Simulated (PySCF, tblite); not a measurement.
Compound: C7H10O2Si.
Cartesian coordinates in Å at the GFN2-xTB level; atoms count from 1:
```
atom  x, y, z in Å
C1     3.7553   -0.0652   -0.4254
O2     2.6364   -0.7981   -0.8606
C3     1.4003   -0.4248   -0.4183
C4     0.3300   -1.1899   -0.8828
C5    -0.9623   -0.9019   -0.5000
C6    -1.2192    0.1611    0.3591
O7    -2.4649    0.4889    0.7660
Si8   -3.9455   -0.1133    0.4838
C9    -0.1549    0.9234    0.8228
C10    1.1444    0.6375    0.4409
H11    3.8694   -0.1106    0.6627
H12    3.7002    0.9818   -0.7417
H13    4.6165   -0.5372   -0.8963
H14    0.5384   -2.0122   -1.5487
H15   -1.7857   -1.4978   -0.8629
H16   -4.0476   -1.5029    0.9368
H17   -4.7231    0.8123    1.2913
H18   -4.2794   -0.0570   -0.9417
H19   -0.3574    1.7473    1.4896
H20    1.9441    1.2525    0.8223
```

Method: PBE0/pcSseg-1 in PySCF (dipole) on a GFN2-xTB geometry, gas phase.

Take the most abundant isotopes and a rigid rotor. The values belong to one conformer with, in the numbering `[CH3:1][O:2][c:3]1[cH:4][cH:5][c:6]([O:7][SiH3:8])[cH:9][cH:10]1`, C1–O2–C3–C4 180°, C5–C6–O7–Si8 0°.

**Question.** What are A, B and C (GHz)?

**Answer.** Ia = 112.07, Ib = 1008.86, Ic = 1112.00 u·Å²; 505379 MHz·u·Å²/I gives 4509, 500.9 and 454.5 MHz, that is A = 4.5093, B = 0.5009, C = 0.4545 GHz.

**Question.** Classify the top.

**Answer.** A near-prolate asymmetric top. Ray's parameter κ = (2B − A − C)/(A − C) = -0.977; −1 is the prolate and +1 the oblate limit.

**Question.** Is it planar, by Δ = Ic − Ia − Ib?

**Answer.** Not planar: Δ = Ic − Ia − Ib = -8.94 u·Å². For a rigid frame Δ = −2 Σ m c², so Σ m c² = 4.47 u·Å² lies off the ab plane, practically all of it from hydrogen. The atom farthest from that plane is 1.20 Å away.

**Question.** Give the other two planar moments, Paa and Pbb, and the rms extents of the mass along the axes.

**Answer.** Paa = Σ m a² = (Ib + Ic − Ia)/2 = 1004.39 and Pbb = Σ m b² = (Ia + Ic − Ib)/2 = 107.61 u·Å². With the mass M = 154.05 u, the rms extents √(P/M) along a, b and c are 2.55, 0.84, 0.17 Å.

**Question.** Predict some low-J microwave lines.

**Answer.** The dipole components are |μa| = 0.71 D, |μb| = 0.42 D, |μc| = 0.00 D; the mirror of this Cs structure is the ab plane, so μc vanishes by symmetry (the 0.01 D computed is a residue) and there are no c-type lines. Intensities carry the squares of the components, which stand as 1.00 : 0.36 (a : b). Some lines, for components of 0.1 D or more:

```tsv
type	branch	J(Ka,Kc)	MHz	lower level (cm⁻¹)
a	R	2(0,2) ← 1(0,1)	1910	0.032
a	R	3(1,3) ← 2(1,2)	2796	0.228
a	R	3(0,3) ← 2(0,2)	2865	0.096
a	R	3(2,2) ← 2(2,1)	2866	0.634
a	R	3(2,1) ← 2(2,0)	2868	0.634
a	R	3(1,2) ← 2(1,1)	2936	0.232
b	R	2(1,2) ← 1(0,1)	5873	0.032
b	Q	3(2,1) ← 3(1,2)	11958	0.330
b	Q	2(2,0) ← 2(1,1)	12026	0.232
b	Q	2(2,1) ← 2(1,2)	12165	0.228
b	R	2(2,1) ← 1(1,0)	13982	0.167
b	R	3(2,2) ← 2(1,1)	14891	0.232
b	Q	3(3,0) ← 3(2,1)	20156	0.729
b	R	3(3,1) ← 2(2,0)	23024	0.634
b	R	3(3,0) ← 2(2,1)	23025	0.634
```

Its GFN2-xTB frequencies are all real (lowest 43 cm⁻¹). No vibrational averaging or centrifugal distortion is included, and the geometry carries the error of its method. A rigid rotor knows nothing of internal rotation, which can split or shift real lines.
